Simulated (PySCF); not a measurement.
Computed IR spectrum (relative IR intensity) of a molecule C₅H₄F₂O. The structure is a stationary point at PBE-D3(BJ)/def2-SVP. One conformer was computed; it need not be the lowest. Calculation: PBE-D3(BJ)/def2-SVP in PySCF. Frequencies are harmonic and unscaled.

ν (cm⁻¹): 489 (vw), 517 (vw), 623 (vw), 648 (w), 661 (w), 695 (vw), 790 (vw), 890 (w), 977 (m), 1027 (m), 1075 (vw), 1101 (m), 1110 (m), 1125 (w), 1204 (s), 1230 (vs), 1288 (m), 1332 (m), 1451 (vw), 2997 (w), 3068 (w), 3407 (m) (against the strongest line: vs over 80 %, s over 45 %, m over 15 %, w over 4 %, vw less)

Q: Which structure fits?
A) C#C[C@@H]1COC1(F)F
B) F/C=C1/CC(F)=CO1
C) C#C[C@@H]1CC(F)(F)O1
D) C=C[C@]1(F)C=C(F)O1

A: A, C#C[C@@H]1COC1(F)F
